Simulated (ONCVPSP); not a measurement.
S (Z = 16) ONCV: all-electron and pseudo phase curves

S, optimised norm-conserving Vanderbilt (ONCV), made with ONCVPSP 4.0.1 (PBE, non-relativistic). Core [Ne], reference 3s2 3p3.5 (charge +0.5). Waves: 3s: rc 1.30 bohr, ncon 4, nbas 8, qcut 6.2 1/bohr, 2 projectors, debl 3.2 Ha; 3p: rc 1.60 bohr, ncon 3, nbas 6, qcut 6.1 1/bohr, 1 projector; d scattering state at 0.45 Ha: rc 1.30 bohr, ncon 4, nbas 7, qcut 6.4 1/bohr, 1 projector. Local part: polynomial inside 1.00 bohr (lpopt 2, dvloc0 6 Ha). Core correction: Teter function fitted to the true core (icmod 2), fcfact 0.45.

The phase is arctan(r·R′/R) of the radial function R(r), unwrapped; energies in Ha, scanned from -2 to 5 Ha. A pole is an energy at which the radial function vanishes at the test radius. The pseudo phase is shifted by a multiple of π to meet the all-electron one at the reference energy, and phase errors are pseudo minus all-electron; the curves can meet again beyond the range given. Levels narrower than the energy grid can be missing from the lists of poles.

Question: For each channel, where are the poles, and over which energies does the pseudopotential scatter like the atom?

Answer:

| channel | radius (bohr) | reference energy (Ha) | poles, all-electron | poles, pseudo | unbroken range about the reference energy with phases within 0.05 rad | phase error 1 Ha above the reference energy (rad) |
| --- | --- | --- | --- | --- | --- | --- |
| s | 1.32 | -0.81 | 3.93 | 3.91 | the whole range | -0.000 |
| p | 1.62 | -0.43 | 1.84 | 1.73 | below 3.0 | -0.004 |
| d | 1.32 | 0.45 | 3.69 | 3.89 | the whole range | +0.003 |

Phases in the s channel:

```
E (Ha)  all-electron  pseudo
 -1.98         0.376   0.373
 -1.80         0.237   0.235
 -1.62         0.082   0.080
 -1.44        -0.084  -0.085
 -1.26        -0.253  -0.254
 -1.08        -0.416  -0.416
 -0.90        -0.565  -0.565
 -0.72        -0.696  -0.696
 -0.54        -0.810  -0.810
 -0.36        -0.907  -0.907
 -0.18        -0.989  -0.989
  0.00        -1.059  -1.059
  0.18        -1.119  -1.119
  0.36        -1.170  -1.170
  0.54        -1.214  -1.215
  0.72        -1.253  -1.253
  0.90        -1.287  -1.288
  1.08        -1.317  -1.318
  1.26        -1.345  -1.345
  1.44        -1.369  -1.369
  1.62        -1.391  -1.391
  1.80        -1.411  -1.411
  1.98        -1.430  -1.430
  2.16        -1.447  -1.447
  2.34        -1.463  -1.463
  2.52        -1.478  -1.478
  2.70        -1.491  -1.492
  2.88        -1.505  -1.505
  3.06        -1.517  -1.517
  3.24        -1.529  -1.529
  3.42        -1.540  -1.541
  3.60        -1.551  -1.552
  3.78        -1.562  -1.563
  3.96        -1.572  -1.574
  4.14        -1.583  -1.585
  4.32        -1.593  -1.595
  4.50        -1.603  -1.606
  4.68        -1.612  -1.617
  4.86        -1.622  -1.628
```
